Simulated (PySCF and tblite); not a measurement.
Results of a calculation; reference values are marked as such.
C₈H₁₀O₂, numbered as in [CH3:1][CH:2]([CH3:3])[c:4]1[cH:5][cH:6][c:7]([CH:8]=[O:9])[o:10]1.

Geometries GFN2-xTB; weights from PBE0-D3(BJ)/def2-SVP energies and GFN2-xTB thermal corrections, with symmetry numbers and mirror pairs. Conformers within 2.5 kcal/mol (GFN2-xTB free energy) were kept, 4 at most. Codes: tblite and PySCF.

An NOE distance is ⟨r⁻⁶⟩^(−1/6) over all pairs of like atoms and, for the average, over conformers.

Torsions listed: C1–C2–C4–O10, O10–C7–C8–O9.

| conformer | shape | weight % |
| --- | --- | --- |
| 1 | -61°, 180° | 61.3 |
| 2 | -61°, 0° | 20.1 |
| 3 | 119°, 180° | 14.4 |
| 4 | 119°, 0° | 4.2 |

Which H–H contacts under 3.5 Å would NOEs report (pairs on one atom left out) at 298.15 K?


```json
{"pair": "H1/H3 ··· H2", "in 1 (Å)": "2.61", "in 2 (Å)": "2.61", "in 3 (Å)": "2.60", "in 4 (Å)": "2.60", "average (Å)": "2.61"}
{"pair": "H5 ··· H6", "in 1 (Å)": "2.71", "in 2 (Å)": "2.70", "in 3 (Å)": "2.70", "in 4 (Å)": "2.69", "average (Å)": "2.71"}
{"pair": "H2 ··· H5", "in 1 (Å)": "2.70", "in 2 (Å)": "2.70", "in 3 (Å)": "4.00", "in 4 (Å)": "4.00", "average (Å)": "2.78"}
{"pair": "H6 ··· H8", "in 1 (Å)": "4.01", "in 2 (Å)": "2.71", "in 3 (Å)": "4.01", "in 4 (Å)": "2.70", "average (Å)": "3.28"}
```

Longer pairs under the limit may be missing.


Conformer gaps in def2-SVP on xTB geometries can be 2 kcal/mol too large for S=O, P=O and other polar bonds.